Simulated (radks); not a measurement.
Coulomb parameter of the 5d shell of the gold ion Au2+ in the model configuration [Xe] 4f14 5d8 6s1, as a second difference U = [E(n + 0.5) + E(n - 0.5) - 2 E(n)] / (0.5)^2 with all orbitals relaxed. "Bare": the charge of the atom changes with n. "Screened": the 6s shell takes up the change at fixed total charge, which measures U(5d,5d) + U(6s,6s) - 2 U(5d,6s). Method: scalar-relativistic Kohn-Sham, PBE, spin-unpolarised, spherical densities, point nucleus; computed with a radial shooting solver on a logarithmic mesh with Libxc functionals.

| case | configuration | E - E(n) (eV) |
|---|---|---|
| start | [Xe] 4f14 5d8 6s1 | 0.000 |
| bare +0.5 | [Xe] 4f14 5d8.5 6s1 | -13.409 |
| bare -0.5 | [Xe] 4f14 5d7.5 6s1 | 16.655 |
| screened +0.5 | [Xe] 4f14 5d8.5 6s0.5 | -2.784 |
| screened -0.5 | [Xe] 4f14 5d7.5 6s1.5 | 3.126 |

U(bare) = 12.984 eV, U(screened by 6s) = 1.367 eV, against the Slater integral F0(5d,5d) = 16.847 eV with frozen orbitals.
